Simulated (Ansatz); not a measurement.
Program: Ansatz. Geometries: PBE0-D4/def2-TZVP. ΔE: electronic, gas phase. CBS: MP2 limit from def2 TZ/QZ plus the TZ coupled-cluster correction, frozen cores. This one scheme is used for every species. DFT in def2-TZVPP. B3LYP here is the variant with VWN-RPA as its local correlation; programs differ in this. HSE06 is defined as in plane-wave codes. For Br outer-core shells are correlated without core-valence functions, which leaves a few kJ/mol of doubt a bond. Scalar relativity is left out up to krypton. One conformer a species, not always the lowest.

Consider the hydrogenolysis of a C–C bond: `C=C(C)CBr` + H₂ → `C=CCBr` + CH₄.

`C=C(C)CBr`:

Z-matrix (Å, degrees):
```
C
C 1 1.493
H 1 1.093 2 110.6
H 1 1.095 2 110.8 3 -118.3
H 1 1.090 2 111.3 3 120.9
C 2 1.487 1 117.0 3 60.4
C 2 1.330 1 123.2 3 -121.0
Br 6 1.965 2 111.9 1 -67.4
H 6 1.086 2 112.4 1 174.2
H 6 1.089 2 112.3 1 49.4
H 7 1.084 2 121.3 1 -0.4
H 7 1.084 2 121.5 1 179.6
```

H₂:

Cartesian coordinates in Å:
```
H 0.000 0.202 -0.314
H 0.000 -0.202 0.314
```

`C=CCBr`:

Cartesian coordinates in Å:
```
C 1.054 0.259 -0.932
C -0.188 0.265 -0.467
C -0.606 -0.471 0.745
Br -1.200 0.770 2.144
H 1.322 0.796 -1.833
H 1.845 -0.285 -0.426
H -0.963 0.827 -0.981
H 0.205 -1.049 1.181
H -1.469 -1.112 0.569
```

CH₄:

Z-matrix (Å, degrees):
```
C
H 1 1.090
H 1 1.090 2 109.5
H 1 1.090 2 109.5 3 -120.0
H 1 1.090 2 109.5 3 120.0
```

```csv
level,ΔE (kcal/mol),difference from CCSD(T)/CBS
LDA (SPW92),-10.1,2.2
r2SCAN-D4,-12.4,-0.1
B97M-V,-13.6,-1.3
B3LYP-D4,-13.1,-0.8
PBE-QIDH,-12.7,-0.4
B3LYP,-15.8,-3.5
r2SCAN0,-13.4,-1.1
HSE06,-13.9,-1.6
MP2/def2-SVP,-11.3,1.0
CCSD(T)/def2-SVP,-12.5,-0.2
CCSD/def2-TZVPP,-13.6,-1.3
CCSD(T)/def2-TZVPP,-12.5,-0.2
HF/def2-QZVPP,-18.2,-5.9
MP2/def2-QZVPP,-10.9,1.4
MP2/CBS(def2),-10.8,1.5
CCSD/CBS(def2),-13.4,-1.1
CCSD(T)/CBS,-12.3,0
```

**Question.** What do rigid-rotor, harmonic-oscillator terms from PBE0-D4/def2-TZVP frequencies (298.15 K, 1 bar) make of the CCSD(T)/CBS value? (Best estimate.)

**Answer.** Computed: ΔZPE = +4.1 kcal/mol, ΔH = -8.7 kcal/mol, ΔS = 26 J/(mol·K), ΔG = -10.5 kcal/mol.

Largest T1 diagnostic among the species: 0.009.

The D4 term adds +2.7 kcal/mol with B3LYP and +1.5 kcal/mol with PBE0; it sums over pairs of atoms, weighted by their polarisabilities, and B3LYP, whose exchange is more repulsive, gets the larger term. In def2-TZVPP, CCSD(T) changes the Hartree–Fock value by +5.7 kcal/mol (the triples alone add +1.1 kcal/mol) and MP2 by +7.1 kcal/mol.

CCSD(T)/CBS has its own doubt, a few kJ/mol and more with outer-core shells, so smaller differences from it don't rank the levels.
